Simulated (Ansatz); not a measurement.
The cluster SiAu3⁺, relaxed as a quintet with UKS PBE-D4/def2-SVP in Ansatz, starting from the PBE-D4/def2-SVP geometry of the charge +1 singlet. Force threshold 0.02 eV/Å.

In the def2 sets Au takes a core potential; there is no spin–orbit coupling. The relaxation made no stability test and no search for a lower SCF solution. At PBE-D4/def2-SVP a singlet of charge 1 lies 3.49 eV below the quintet, each at its own geometry. The structure comes from a short search, and lower isomers may exist.

Start:

```csv
atom,x (Å),y (Å),z (Å)
Au1,0.375,-1.950,-0.985
Au2,-0.200,1.816,1.256
Au3,-0.725,0.538,-1.090
Si4,0.550,-0.403,0.818
```

| step | energy (eV) | largest force component (eV/Å) | SCF passes |
| --- | --- | --- | --- |
| 1 | -18945.9764 | 0.791 | 19 |
| 2 | -18946.1963 | 0.671 | 30 |
| 3 | -18946.2458 | 0.380 | 33 |
| 4 | -18946.2563 | 0.048 | 23 |
| 5 | -18946.2567 | 0.005 | 23 |

Force components are those of the run's own axes.

End:

```xyz
4

Au    0.524   -2.171   -0.869
Au   -0.089    1.848    1.523
Au   -0.825    0.612   -1.240
Si    0.390   -0.289    0.586
```

By distances, no bond broke or formed. The bond that changes most is Au1–Au3, from 2.72 to 3.12 Å (atoms count from 1).

No frequencies were taken in this run, so the end may be a saddle point.

Run time 9.5 s (4 threads of Arm Neoverse V2 on a shared host).
